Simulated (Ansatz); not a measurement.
A nudged elastic band was laid between two geometries of AsH3 + CH5Al (11 atoms, charge 0, multiplicity 1).

All numbers below come from RKS PBE-D4/def2-SVP (Ansatz 0.2.0).

```yaml
movable_images: 5
climbing_image: yes
spring: 5.0 eV/Å²
optimiser: quadratic models (default)
start_path: through a guess of the saddle point
force_threshold: 0.03 eV/Å
iteration_limit: 60
end_points: relaxed
```

Image 0:

```xyz
11
Properties=species:S:1:pos:R:3
Al -0.684 -0.687 -0.323
C 0.977 -1.472 0.411
H -0.932 -0.662 -1.911
H -1.918 -0.382 0.658
H 0.562 1.123 -0.347
As -0.009 2.573 -0.320
H 1.859 -1.347 -0.249
H 1.232 -1.078 1.417
H 0.819 -2.568 0.531
H -0.573 2.373 1.097
H -1.334 2.127 -0.964
```

Image 6:

```xyz
11
Properties=species:S:1:pos:R:3
Al -1.076 0.048 -0.281
C 1.362 -1.311 0.361
H -1.002 -0.690 -1.700
H -1.790 -0.651 0.972
H 1.210 -0.213 0.245
As -0.337 2.391 -0.098
H 1.986 -1.661 -0.480
H 1.872 -1.470 1.328
H 0.412 -1.881 0.369
H -1.601 2.729 0.718
H -1.036 2.710 -1.435
```

(1) What changes between the two ends?

(2) What energy profile does the band end with?

(3) What is the geometry of the highest image?

(4) What are the harmonic wavenumbers there?

The band took 23 iterations and roughly 4 core-minutes.

Results:

(1) Bonds broken: Al1–C2, H5–As6. Bonds formed: Al1–As6, C2–H5. AsH3 + CH5Al becomes AlAsH4 + CH4.

(2) It converged. The highest image is number 2 of 0 to 6, 0.72 eV above the first end and 1.34 eV above the last; the last end lies 0.62 eV below the first. A vibrational analysis at the climbing image gives one clearly imaginary mode, 1033i cm⁻¹: a first-order saddle point. The orbitals stay closed-shell, which can raise the energy where a bond breaks towards radicals; this wasn't checked here.

```
image  path coordinate (Å)  energy (eV)  Al1–C2 (Å)  H5–As6 (Å)  Al1–As6 (Å)
    0                 0.00         0.00        1.98        1.56         3.33
    1                 0.76         0.08        1.99        1.57         3.13
    2                 1.53         0.72        2.13        1.90         2.75
    3                 2.20        -0.18        2.46        2.35         2.51
    4                 2.87        -0.56        2.72        2.69         2.47
    5                 3.55        -0.61        2.84        2.99         2.47
    6                 4.22        -0.62        2.86        3.05         2.46
```

(3) 
```xyz
11
Properties=species:S:1:pos:R:3
Al -0.874 -0.380 -0.334
C 1.002 -1.118 0.347
H -1.024 -0.730 -1.881
H -1.961 -0.509 0.821
H 0.643 0.344 0.059
As 0.169 2.159 -0.248
H 1.882 -1.088 -0.325
H 1.318 -0.915 1.390
H 0.620 -2.166 0.325
H -0.705 2.289 1.012
H -1.069 2.114 -1.168
```

(4) 1033i, 72, 92, 210, 249, 334, 406, 442, 475, 499, 667, 673, 704, 776, 944, 1024, 1152, 1375, 1386, 1659, 1892, 1910, 2117, 2148, 2944, 3046, 3099 cm⁻¹.

Time of the run: 2.1 min on 2 threads of Intel(R) Xeon(R) Platinum 8488C (Sapphire Rapids), on a shared host, peak memory 0.16 GiB.
